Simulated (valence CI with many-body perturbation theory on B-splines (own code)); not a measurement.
Mo36+: electric-dipole lines

Calculated by configuration interaction combined with many-body perturbation theory (CI+MBPT): four valence electrons over a frozen Dirac-Fock core [He], a basis of 11 s, 11 p, 10 d, 8 f, 5 g, 2 h functions for each j, with the one-electron correlation potential Σ1, the two-electron term Σ2, the three-electron term Σ3, Breit, model QED; selected CI, second order for the rest, scaled by the run's own slope (own B-spline code, finite nucleus).

No measured spectrum was set against this ion. As an estimate, large intervals hold to a few tenths of a per cent, small ones and those within an open d or f shell to about a per cent. Among the levels kept, up to 970 cm⁻¹ of a level comes from second order outside the variational space, and about a tenth of that is noise between levels of different J, which matters for small intervals.

Lines 1 to 50 of 538 in falling wavelength, among levels below 3473.8 eV, chosen from the strongest by gf and those to the six lowest levels. Wavelengths and rates use the calculated energies. Electric multipoles are in the length gauge, E1 and E2 with the static RPA response of the core. Weak lines are less certain than strong ones. Lines between different terms over intervals too small for the method are left out, as are lines whose strength nearly cancels. Where a level lies close to another of its J and parity, the split of strength between their lines is uncertain. The highest levels of a list are the least certain.

Levels are named by their leading jj configuration (3d3/2^4 stands for four electrons in 3d with j = 3/2), which in mixed levels can hold well under half, so a name can repeat and another be missing. Letters in brackets count levels of one name in rising energy.

```csv
λ vac (Å),Upper,Lower,A (s⁻¹),log gf,Branch %
361.6,(2p1/2 2p3/2^2 3p1/2) J=3,(2p1/2 2p3/2^2 3s) J=2 [b],6.80e+08,-1.03,0.0
306.9,(2p1/2^2 2p3/2 3p1/2) J=2,(2p1/2^2 2p3/2 3s) J=2,1.51e+09,-0.97,0.0
290.0,(2s 2p3/2^2 3p1/2) J=3,(2s 2p3/2^2 3s) J=2 [a],1.15e+09,-0.99,0.0
284.1,(2p1/2 2p3/2^2 3p1/2) J=2 [a],(2p1/2 2p3/2^2 3s) J=2 [a],1.42e+09,-1.07,0.0
281.8,(2s 2p1/2 2p3/2 3p1/2) J=3,(2s 2p1/2 2p3/2 3s) J=3,1.40e+09,-0.93,0.0
259.5,(2s 2p3/2^2 3d5/2) J=4 [a],(2s 2p3/2^2 3p3/2) J=4,1.04e+09,-1.02,0.0
256.9,(2s 2p3/2^2 3d5/2) J=4 [a],(2s 2p3/2^2 3p3/2) J=3 [a],1.75e+09,-0.81,0.0
256.7,(2s 2p1/2 2p3/2 3d5/2) J=4 [a],(2s 2p1/2 2p3/2 3p3/2) J=3 [a],2.96e+09,-0.58,0.1
255.4,(2s 2p1/2 2p3/2 3d5/2) J=5,(2s 2p1/2 2p3/2 3p3/2) J=4,3.44e+09,-0.43,69.9
251.4,(2p1/2^2 2p3/2 3d5/2) J=4,(2p1/2^2 2p3/2 3p3/2) J=3,4.00e+09,-0.47,1.2
250.6,(2s 2p3/2^2 3d5/2) J=5,(2s 2p3/2^2 3p3/2) J=4,3.59e+09,-0.43,14.2
247.3,(2s 2p1/2 2p3/2 3p1/2) J=2 [a],(2s 2p1/2 2p3/2 3s) J=2 [a],2.35e+09,-0.97,0.0
247.2,(2s 2p3/2^2 3d5/2) J=3 [c],(2s 2p3/2^2 3p3/2) J=2 [c],2.92e+09,-0.73,0.0
246.1,(2s 2p3/2^2 3d5/2) J=3 [a],(2s 2p3/2^2 3p3/2) J=2 [a],2.12e+09,-0.87,0.0
242.6,(2s 2p1/2^2 3d5/2) J=3,(2s 2p1/2^2 3p3/2) J=2,4.03e+09,-0.60,0.0
236.5,(2s 2p1/2 2p3/2 3d5/2) J=2 [d],(2s 2p1/2 2p3/2 3p3/2) J=1 [d],2.69e+09,-0.95,0.0
235.9,(2s 2p3/2^2 3d5/2) J=3 [b],(2s 2p3/2^2 3p3/2) J=2 [b],2.65e+09,-0.81,0.0
235.9,(2s 2p1/2 2p3/2 3d5/2) J=4 [c],(2s 2p1/2 2p3/2 3p3/2) J=3 [c],4.27e+09,-0.49,0.0
235.4,(2s 2p1/2 2p3/2 3d5/2) J=3 [d],(2s 2p1/2 2p3/2 3p3/2) J=2 [d],3.88e+09,-0.65,0.0
234.7,(2s 2p1/2 2p3/2 3d5/2) J=3 [c],(2s 2p1/2 2p3/2 3p3/2) J=2 [c],3.64e+09,-0.68,0.0
233.1,(2s^2 2p3/2 3d5/2) J=4,(2s^2 2p3/2 3p3/2) J=3,3.99e+09,-0.53,61.6
232.7,(2s 2p3/2^2 3d5/2) J=4 [b],(2s 2p3/2^2 3p3/2) J=3 [b],4.07e+09,-0.53,0.1
231.2,(2p1/2^2 2p3/2 3d5/2) J=3,(2p1/2^2 2p3/2 3p3/2) J=2,4.42e+09,-0.61,0.0
229.0,(2s 2p3/2^2 3p1/2) J=2 [a],(2s 2p3/2^2 3s) J=3,3.58e+09,-0.85,0.0
228.3,(2s^2 2p1/2 3d5/2) J=3,(2s^2 2p1/2 3p3/2) J=2,4.43e+09,-0.62,0.0
228.1,(2s 2p1/2 2p3/2 3d5/2) J=3 [a],(2s 2p1/2 2p3/2 3p3/2) J=2 [a],2.03e+09,-0.95,0.0
225.7,(2s 2p3/2^2 3d5/2) J=2 [a],(2s 2p3/2^2 3p3/2) J=2 [a],2.36e+09,-1.05,0.0
224.9,(2s^2 2p3/2 3d5/2) J=3,(2s^2 2p3/2 3p3/2) J=2,3.39e+09,-0.74,0.0
223.6,(2p1/2^2 2p3/2 3d5/2) J=2,(2p1/2^2 2p3/2 3p3/2) J=1,2.99e+09,-0.95,0.0
222.5,(2p1/2 2p3/2^2 3p1/2) J=2 [b],(2p1/2 2p3/2^2 3s) J=3,3.11e+09,-0.94,0.0
222.4,(2s 2p1/2 2p3/2 3d5/2) J=4 [b],(2s 2p1/2 2p3/2 3p3/2) J=3 [b],4.33e+09,-0.54,0.0
217.7,(2s^2 2p1/2 3d5/2) J=2,(2s^2 2p1/2 3p3/2) J=1,4.25e+09,-0.82,0.0
217.6,(2s 2p1/2 2p3/2 3d5/2) J=2 [a],(2s 2p1/2 2p3/2 3p3/2) J=1 [a],3.54e+09,-0.90,0.0
216.0,(2s 2p3/2^2 3p1/2) J=3,(2s 2p3/2^2 3s) J=3,2.71e+09,-0.88,0.0
215.6,(2s 2p3/2^2 3d3/2) J=4,(2s 2p3/2^2 3p3/2) J=3 [a],1.51e+09,-1.02,0.0
214.7,(2s 2p1/2 2p3/2 3d5/2) J=2 [b],(2s 2p1/2 2p3/2 3p3/2) J=2 [b],2.55e+09,-1.05,0.0
214.4,(2s 2p3/2^2 3d5/2) J=2 [b],(2s 2p3/2^2 3p3/2) J=1 [b],3.96e+09,-0.86,0.0
211.3,(2s 2p1/2^2 3d5/2) J=2,(2s 2p1/2^2 3p3/2) J=1,5.17e+09,-0.76,0.0
210.2,(2s 2p1/2 2p3/2 3p1/2) J=2 [b],(2s 2p1/2 2p3/2 3s) J=3,5.16e+09,-0.77,0.0
208.6,(2s 2p1/2 2p3/2 3d5/2) J=3 [b],(2s 2p1/2 2p3/2 3p3/2) J=2 [b],2.14e+09,-1.01,0.0
202.1,(2p1/2 2p3/2^2 3p3/2) J=2 [a],(2p1/2 2p3/2^2 3s) J=1 [a],3.50e+09,-0.97,0.0
199.5,(2s 2p1/2 2p3/2 3d3/2) J=3 [b],(2s 2p1/2 2p3/2 3p3/2) J=2 [a],2.39e+09,-1.00,0.0
196.2,(2s 2p3/2^2 3p3/2) J=3 [a],(2s 2p3/2^2 3s) J=2 [a],3.34e+09,-0.87,0.0
196.1,(2s 2p3/2^2 3p3/2) J=3 [b],(2s 2p1/2 2p3/2 3d5/2) J=2 [c],2.23e+09,-1.04,0.0
190.8,(2p1/2^2 2p3/2 3p3/2) J=1,(2p1/2^2 2p3/2 3s) J=1,7.22e+09,-0.93,0.0
189.6,(2s 2p1/2 2p3/2 3p3/2) J=1 [a],(2s 2p1/2 2p3/2 3s) J=1 [a],6.96e+09,-0.95,0.0
188.9,(2p1/2 2p3/2^2 3p3/2) J=3 [b],(2p1/2 2p3/2^2 3s) J=2 [b],5.47e+09,-0.69,0.0
182.4,(2s 2p1/2 2p3/2 3p3/2) J=2 [b],(2s 2p1/2 2p3/2 3s) J=2 [b],5.82e+09,-0.84,0.0
181.1,(2s 2p1/2^2 3p3/2) J=1,(2s 2p1/2^2 3s) J=0,8.13e+09,-0.92,0.0
180.5,(2s 2p1/2 2p3/2 3d3/2) J=2 [b],(2s 2p1/2 2p3/2 3p1/2) J=2 [b],4.22e+09,-0.99,0.0
```
